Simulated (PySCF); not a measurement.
**Ionising GaBi**

PBE0; Ga cc-pVDZ-PP with ECP10, Bi cc-pVDZ-PP with ECP60; scalar-relativistic core potentials (PySCF 2.14). Neutral (UKS): triplet (π ↑↑), Re = 2.859 Å, ωe = 157 cm⁻¹, De = 1.64 eV, HOMO -4.87 eV, LUMO -2.93 eV.

GaBi⁺ (UKS): quartet (σ ↑, π ↑↑), Re = 2.989 Å, ωe = 101 cm⁻¹. The energies at the minima are -474.07530 hartree for GaBi and -473.82655 for GaBi⁺.

(1) Work out the adiabatic ionisation energy, without and with harmonic zero-point energies (1 hartree = 27.2114 eV, 1 eV = 8065.5 cm⁻¹), and the change of the bond length.

Spin–orbit coupling is left out, which matters for elements this heavy, above all for dissociation energies. States were picked by a PBE0 search and need not be the measured ground states.

## Answers

(1) At PBE0: 0.24875 hartree = 6.769 eV between the minima; the zero-point term (101.0 − 157.0)/2 cm⁻¹ = -0.003 eV makes it 6.765 eV. Re changes by +13.0 pm against the neutral. The electron leaves a σ orbital, and the longer bond of the ion fits a bonding orbital, or a change in how ionic the bond is.
